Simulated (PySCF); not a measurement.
## Te³⁺: interval between two levels

Te³⁺ [Kr] 4d10 5s2 5p1 [2P3/2, M_J = 3/2] → Te³⁺ [Kr] 4d10 5s1 5p2 [4P5/2, M_J = 5/2], as a difference of total energies. Computed with PySCF 2.14 in x2c-TZVPall-2c with one added diffuse shell each of s, p, d, f type (9s10p6d3f, 90 functions), with the two-component X2C-1e Hamiltonian. Correlated levels: [Ar] 3d10 frozen; the 6 highest virtual spinors dropped. "Screened" scales the spin-orbit matrix elements by Boettger's factors to mimic the two-electron term; Breit and QED terms are absent.

```tsv
method	interval between two levels (cm⁻¹)
GHF (spin-free)	56269
GMP2 (spin-free)	69820
GHF (screened spin-orbit)	55534
GMP2 (screened spin-orbit)	68894
```

The labels give the starting determinants; with spin-orbit coupling the two ends relaxed to ⟨J²⟩ = 3.76, ⟨L²⟩ = 2.03, ⟨S²⟩ = 0.77 and ⟨J²⟩ = 8.75, ⟨L²⟩ = 2.11, ⟨S²⟩ = 3.71.
